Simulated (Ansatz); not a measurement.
The same path of CH7GeNOSi (12 atoms, charge 0, multiplicity 1) was run twice with different band settings. The coordinate that changes most is the dihedral H7–C2–Ge3–Si5.

Theory: RKS PBE-D4/def2-SVP (Ansatz).

Relaxed end points:

```xyz
12
Properties=species:S:1:pos:R:3
O -2.260 1.172 -0.408
C -1.649 -0.096 -0.251
Ge 0.276 0.121 -0.687
N 1.336 0.596 0.805
Si 2.039 -0.940 0.396
H -3.222 1.059 -0.293
H -1.695 -0.493 0.792
H -2.072 -0.878 -0.929
H 0.459 1.045 -1.927
H 1.542 1.433 1.353
H 1.895 -2.078 1.378
H 3.428 -0.996 -0.195
```

```xyz
12
Properties=species:S:1:pos:R:3
O -1.697 -0.704 0.859
C -1.652 -0.133 -0.432
Ge 0.263 0.079 -0.927
N 1.267 1.100 0.306
Si 1.985 -0.469 0.528
H -2.631 -0.754 1.133
H -2.137 -0.760 -1.222
H -2.120 0.882 -0.488
H 0.389 0.582 -2.400
H 1.237 2.016 0.756
H 1.749 -1.228 1.810
H 3.423 -0.665 0.111
```

Common settings: movable images 5; climbing image yes; spring 5.0 eV/Å²; start path IDPP; force threshold 0.03 eV/Å; iteration limit 60; end points relaxed.

| run | optimiser |
| --- | --- |
| 1 | quadratic models (default) |
| 2 | lbfgs |

Question: What does each run give, and how far can it be trusted?

Answer: Run 1: converged after 11 iterations, highest image 0.072 eV above the first end. A vibrational analysis at the climbing image gives one clearly imaginary mode, 62i cm⁻¹: a first-order saddle point.
Run 2: not converged after 60 iterations, highest image 0.087 eV above the first end. The band didn't meet its force threshold, so its energies are provisional: the largest band force was still 0.05 eV/Å, and over the last iterations the top stayed at 0.09 eV.
